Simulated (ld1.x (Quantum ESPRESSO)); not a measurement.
**Transferability test, TM potential for Ga (Z = 31)**

```
Element                 : gallium (Ga)
Generator               : ld1.x (Quantum ESPRESSO) 7.5
Type                    : norm-conserving Troullier–Martins (Kleinman–Bylander form)
Functional              : PBE
Relativity              : fully relativistic
Frozen core             : [Ar] 3d10
Valence charge          : 3
Reference configuration : 4s2 4p1
Partial waves           : 4s (bound): rc 1.75 bohr; 4p (bound): rc 2.30 bohr
Local potential         : all-electron potential smoothed inside 1.40 bohr (lloc = -1)
Core correction         : a·sin(br)/r model core, default radius (core density twice the valence density)
```

Open shells are filled in proportion to 2j + 1 (rel_dist='average').

Energies are relative to the spin-unpolarised reference configuration 4s2 4p1; without spin polarisation the order of configurations can differ from experiment.

```csv
valence configuration,charge,ΔE all-electron (eV),error AE − PS (meV)
4s1 4p0,+2,26.818,-137
4s2 4p0.5,+0.5,2.031,-1.2
4s1 4p1,+1,13.060,-37
4s2 4p1.3,-0.3,-0.534,-0.1
4s1 4p2,0,6.536,-14
4s0 4p3,0,13.367,-60
```

Question: What are ΔE and the potential's error for 4s2 4p0?

Answer: ΔE = 5.690 eV all-electron; the error (AE − PS) is -8.2 meV.

Levels in the configuration 4s1 4p1:

```tsv
level	all-electron (eV)	pseudo (eV)
4s j=1/2	-17.420	-17.514
4p j=1/2	-10.064	-10.114
4p j=3/2	-9.882	-9.930
```
